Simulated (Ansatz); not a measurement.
The same path of FH$_{3}$InNO (7 atoms, charge 0, multiplicity 1) was run 3 times with different band settings. The coordinate that changes most is the dihedral N1–In2–O3–H7.

The calculation used Ansatz 0.2.0, RKS B3LYP/def2-SVP.

Relaxed end points:

```xyz
7
Properties=species:S:1:pos:R:3
N -0.147 -0.672 -1.523
In -0.095 -0.003 0.397
O 0.252 1.859 1.033
F -0.667 -1.230 1.834
H 0.021 -1.676 -1.594
H 0.512 -0.195 -2.138
H 0.124 1.917 1.991
```

```xyz
7
Properties=species:S:1:pos:R:3
N -0.173 -0.587 -1.391
In -0.119 -0.123 0.599
O 0.152 1.619 1.539
F -0.641 -1.558 1.836
H -0.060 -1.589 -1.549
H 0.530 -0.101 -1.949
H 0.312 2.341 0.915
```

Common settings: movable images 5; climbing image yes; optimiser quadratic models (default); start path IDPP; iteration limit 60; end points relaxed.

| run | spring | force threshold |
| --- | --- | --- |
| 1 | 5.0 eV/Å² | 0.05 eV/Å |
| 2 | 5.0 eV/Å² | 0.2 eV/Å |
| 3 | 0.5 eV/Å² | 0.05 eV/Å |

(1) What does each run give, and how far can it be trusted?

## Answers

(1) Run 1: converged after 8 iterations, highest image 0.124 eV above the first end. A vibrational analysis at the climbing image gives one clearly imaginary mode, 243i cm⁻¹: a first-order saddle point.
Run 2: converged after 7 iterations, highest image 0.125 eV above the first end. The threshold of 0.2 eV/Å is loose, so the images may lie well off the minimum-energy path. Another band between the same ends (5 images) ends at a top of the same energy, where a vibrational analysis finds 1 clearly imaginary mode.
Run 3: converged after 8 iterations, highest image 0.124 eV above the first end. Another band between the same ends (5 images) ends at a top of the same energy, where a vibrational analysis finds 1 clearly imaginary mode.
